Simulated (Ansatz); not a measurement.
Total energies of As₆Se (the lowest singlet isomer of a short search) from Ansatz at PBE-D4/def2-SVP, gas phase (1 Eh = 27.2114 eV = 2625.5 kJ/mol). The reference geometry is relaxed at r2SCAN-D4/def2-SVP.

Cartesian coordinates in Å:
```
As -1.180 0.393 1.647
As 1.243 -0.209 1.634
As -0.826 1.857 -0.357
As 1.625 -1.177 -0.573
As 1.597 1.254 -0.370
As -1.993 -0.277 -0.554
Se -0.466 -1.840 -1.426
```

```csv
state,geometry,energy (Eh)
charge 0 singlet,reference,-15812.75425
charge 1 doublet,reference,-15812.47145
charge -1 doublet,reference,-15812.78844
free As atom (quartet),–,-2235.19489
free Se atom (triplet),–,-2400.83018
```

(1) Work out the vertical ionisation energy to the doublet.

(2) Work out the vertical electron affinity, to the doublet.

(3) Give the fundamental gap IE − EA, the Mulliken electronegativity (IE + EA)/2 and the hardness (IE − EA)/2.

(4) What is the binding energy per atom against free atoms?

(1) E(charge 1 doublet) − E(charge 0 singlet) = -15812.47145 − (-15812.75425) = 0.28280 Eh = 7.70 eV. For comparison, −ε of the highest occupied level is 5.44 eV at this level, 2.26 eV less.

(2) E(charge 0 singlet) − E(charge -1 doublet) = -15812.75425 − (-15812.78844) = 0.03419 Eh = 0.93 eV. The basis lacks diffuse functions, which makes affinities too small.

(3) From the values in Eh: IE − EA = 0.28280 − 0.03419 = 0.24861 Eh = 6.77 eV; (IE + EA)/2 = 4.31 eV; (IE − EA)/2 = 3.38 eV. The HOMO–LUMO gap of the same run is 2.32 eV, 4.45 eV smaller than the fundamental gap.

(4) Atoms: 6 × (-2235.19489) + 1 × (-2400.83018) = -15811.99952 Eh. Binding: -15811.99952 − (-15812.75425) = 0.75473 Eh = 20.54 eV, or 2.93 eV for each of 7 atoms (no zero-point energy, no counterpoise term).

At PBE-D4/def2-SVP the highest occupied level of the charge -1 doublet lies above zero (up to 1.29 eV). By energy differences its removal costs 0.93 eV (vertical, to the charge 0 singlet, at PBE-D4/def2-SVP); self-interaction error and the lack of diffuse functions both raise the level.  

The structure comes from a short search, and lower isomers may exist.
